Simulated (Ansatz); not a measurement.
Complex (SMILES): O (H2O) with F (HF), atoms 1 to 3 the first; geometry from B3LYP-D3(BJ)/def2-TZVP, monomers rigid:
```xyz
5

O      0.0126     0.5732     0.1476
H     -0.2167     0.4999    -0.7856
H      0.6440    -0.1320     0.3287
F      0.9055     2.9606     0.8114
H      0.5537     2.1097     0.6008
```

Interaction energy at PBE with Ansatz (an electronic-structure program), kcal/mol, without and with the counterpoise correction (monomers among the partner's ghost functions). Cartesian d functions, on some or all atoms, in 6-31G**; all else is spherical. No added dispersion term, no relativity. Reference, counterpoise-corrected: the value in aug-pcseg-3, -9.49.

| basis | functions | uncorrected | counterpoise | counterpoise correction | mean of both |
|---|---|---|---|---|---|
| 6-31G** | 45 | -11.95 | -9.70 | 2.24 | -10.82 |
| 6-311+G** | 62 | -10.84 | -9.63 | 1.20 | -10.23 |
| aug-cc-pVDZ | 73 | -9.67 | -9.34 | 0.33 | -9.51 |
| def2-TZVPPD | 131 | -9.48 | -9.43 | 0.05 | -9.46 |
| 6-311++G(3df,3pd) | 132 | -9.90 | -9.39 | 0.51 | -9.64 |
| aug-pcseg-2 | 161 | -9.57 | -9.50 | 0.07 | -9.54 |
| aug-pcseg-3 | 317 | -9.50 | -9.49 | 0.01 | -9.49 |
| cc-pV5Z | 347 | -9.83 | -9.49 | 0.34 | -9.66 |

The corrected value lies nearer the reference in 7 of 8 rows.
